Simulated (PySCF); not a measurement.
2-methylpenta-1,4-diene (C6H10), SMILES C=CCC(=C)C.

Geometry: PBE0-D3(BJ)/def2-SVP. The values are those of a single conformer.

Calculation: SMD-PBE0/def2-SVP (PySCF).

Solvation free energies are E(SMD) − E(gas) at the gas-phase geometry, for 1 M in both phases. In vacuum the dipole moment is 0.52 D.

Estimate the solvation free energies in water, 1-octanol, ethylethanoate. (Estimate from the structure and the level; the computed values follow.)


```json
[
 {"solvent": "water", "ΔG(solv) (kcal/mol)": "1.2", "its non-electrostatic (CDS) part": "4.7", "dipole (D)": "0.86"},
 {"solvent": "1-octanol", "ΔG(solv) (kcal/mol)": "-2.4", "its non-electrostatic (CDS) part": "0.6", "dipole (D)": "0.80"},
 {"solvent": "ethylethanoate", "ΔG(solv) (kcal/mol)": "-3.4", "its non-electrostatic (CDS) part": "-0.7", "dipole (D)": "0.76"}
]
```
